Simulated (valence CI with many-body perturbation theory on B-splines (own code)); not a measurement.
## Cd43+ in brief

Computed by relativistic CI+MBPT: three valence electrons over a frozen Dirac-Fock core [He], radial functions for each j: 9 s, 9 p, 8 d, 6 f, 3 g, 1 h, with the one-electron correlation potential Σ1, the two-electron term Σ2, the three-electron term Σ3, Breit, model QED; selected CI, second order for the rest, scaled by the run's own slope (own B-spline code, finite nucleus).

The last digits are not significant, and no measured levels were compared; by estimate large intervals hold to a few tenths of a per cent, small ones and those within an open d or f shell to about a per cent.

Levels are named by their leading jj configuration (3d3/2^4 stands for four electrons in 3d with j = 3/2), which in mixed levels can hold well under half, so a name can repeat and another be missing.

Rates and lifetimes use the calculated energies. Strong lines usually hold to 10 to 20 %, long lifetimes can be off by a factor of two.

Task: What is the ground level?

Result: (2s^2 2p1/2) J=1/2, composition 100 % 2s2 2p 2P°, g = 0.646.

Task: What is the ionisation energy?

Result: 7111.5 eV; NIST lists 7109 ± 5 eV (semi-empirical).

Task: What are the static dipole polarisabilities of the lowest levels?

Result: (2s^2 2p1/2) J=1/2 0.00114 bohr³, of which the core gives 1.53e-06.

Task: Among levels below 4387.3 eV, which E1 lines absorb most strongly from the ground level?

Result: to (2s^2 3d3/2) J=3/2 at 0.3002 nm, f = 0.746; to (2s 2p1/2 3p3/2) J=3/2 at 0.2944 nm, f = 0.200; to (2s 2p1/2 3p3/2) J=1/2 at 0.2949 nm, f = 0.129.

Task: Name the longest-lived excited levels whose lifetime is computed, and their main decay.

Result: (2s^2 2p3/2) J=3/2 at 213.9 eV lives 11.3 ns, mostly by M1 to (2s^2 2p1/2) J=1/2; (2s 2p1/2 2p3/2) J=3/2 at 309.9 eV lives 821 ps, mostly by E1 to (2s^2 2p1/2) J=1/2; (2s 2p1/2 2p3/2) J=5/2 at 337.7 eV lives 335 ps, mostly by E1 to (2s^2 2p3/2) J=3/2.

Task: How well does LS coupling describe the low levels?

Result: Among the lowest 20 levels the leading LS term, summed over configurations, holds 76 % on average. For single configurations the figures are 73 % in LS and 93 % in jj coupling. Terms mix most in the J = 3/2 level at 530.9 eV, where the leading one holds 44 %.

Task: Where does the other parity begin?

Result: At (2s 2p1/2^2) J=1/2, 136.5 eV.
